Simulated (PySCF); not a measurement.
C₄H₁₀Si. Atoms are numbered in the order given.

```xyz
15

C      2.8719    -0.7160     0.1285
C      1.6145     0.0238     0.4526
C      0.3868    -0.5185     0.4916
C     -0.8828     0.2235     0.7734
Si    -1.9159     0.4736    -0.7976
H      3.5994    -0.6561     0.9571
H      2.6752    -1.7795    -0.0768
H      3.3754    -0.2856    -0.7550
H      1.7192     1.0962     0.6759
H      0.2820    -1.5899     0.2632
H     -0.6735     1.2163     1.2089
H     -1.5100    -0.3226     1.5020
H     -2.1791    -0.8447    -1.4522
H     -1.1794     1.3459    -1.7611
H     -3.2292     1.1125    -0.4713
```

Geometry: r2SCAN-D4/def2-SVP. The values are those of a single conformer.

Method: PBE0/pcSseg-1 in PySCF.

GIAO shieldings, no solvent; atoms listed in one row are averaged. δ = σ(ref) − σ: ¹³C against TMS (σ = 186.3 ppm); ²⁹Si against TMS (σ = 352.7 ppm); ¹H against TMS (σ = 31.56 ppm), references at their B3LYP-D3(BJ)/def2-TZVP geometries, non-relativistic.

| nucleus | atoms | count | δ (ppm) |
|---|---|---|---|
| ¹³C | C3 | 1 | 137.5 |
| ¹³C | C2 | 1 | 136.4 |
| ¹³C | C1 | 1 | 23.5 |
| ¹³C | C4 | 1 | 18.8 |
| ²⁹Si | Si5 | 1 | -63.5 |
| ¹H | H9 | 1 | 5.95 |
| ¹H | H10 | 1 | 5.94 |
| ¹H | H13, H14, H15 | 3 | 4.11 |
| ¹H | H6, H7, H8 | 3 | 2.07 |
| ¹H | H11 | 1 | 1.98 |
| ¹H | H12 | 1 | 1.88 |
